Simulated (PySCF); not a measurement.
HO4S, charge -1.

```xyz
6

O      1.3029    -0.8241     0.0000
S     -0.1409     0.0563     0.0000
O      0.3645     1.4529     0.0000
O     -0.8159    -0.3626    -1.2401
O     -0.8159    -0.3626     1.2401
H      1.9701    -0.1289     0.0000
```
Charge -1, spin multiplicity 1.

Geometry: PBE0-D3(BJ)/def2-SVPD. Other conformers were not sampled.

These are PySCF with PBE/pcSseg-1 values and carry that method's errors. Non-relativistic, no solvent.

Computed absolute GIAO shielding of each atom: isotropic value and principal components (ppm):
| atom | σ(iso) | σ11 | σ22 | σ33 | span |
|---|---|---|---|---|---|
| O1 | 102.9 | 2.0 | 7.2 | 299.5 | 297.5 |
| S2 | 147.0 | 15.3 | 170.5 | 255.2 | 239.9 |
| O3 | 79.4 | -9.1 | 65.0 | 182.2 | 191.3 |
| O4 | 83.1 | 26.4 | 66.1 | 156.9 | 130.5 |
| O5 | 83.1 | 26.4 | 66.1 | 156.9 | 130.5 |
| H6 | 28.2 | 23.3 | 26.3 | 35.0 | 11.7 |
